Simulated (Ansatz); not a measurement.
AlH4OPSi. The species carries charge 0 and has multiplicity 1. The bonds changed during the relaxation, so this is another structure than the one it started from. The geometry is a stationary point of PBE0-D4/def2-TZVP. It is one conformer, not always the lowest.

```xyz
8

O     0.401    1.092   -1.072
P     0.828    0.979    0.778
Al    0.440   -0.763   -0.776
Si   -1.021   -0.320    1.008
H     1.144    1.519   -1.515
H     1.301   -1.642   -1.761
H    -2.364    0.312    1.148
H    -0.730   -1.177    2.190
```

Q: What is the dipole moment at r2SCAN/def2-TZVPP? (An estimate is asked.)

A: Computed: 1.92 D, with components (0.61, 0.13, -1.82) D in this frame, pointing from negative to positive charge.

Q: And with PBE, B3LYP, ωB97M-V? (Estimate.)

A: The calculation gave: PBE 1.85 D, B3LYP 1.83 D, ωB97M-V 1.91 D.

Q: Give the Mulliken charges with r2SCAN, ωB97M-V, B3LYP in def2-TZVPP. (Estimate.)

A: The calculation gave: 
```tsv
atom	r2SCAN	ωB97M-V	B3LYP
O1	-0.22	-0.24	-0.24
P2	-0.15	-0.10	-0.11
Al3	0.35	0.25	0.30
Si4	0.09	0.02	0.10
H5	0.21	0.19	0.19
H6	-0.13	-0.08	-0.10
H7	-0.08	-0.03	-0.07
H8	-0.06	-0.01	-0.06
```

B3LYP here is the variant with VWN-RPA as its local correlation; programs differ in this.
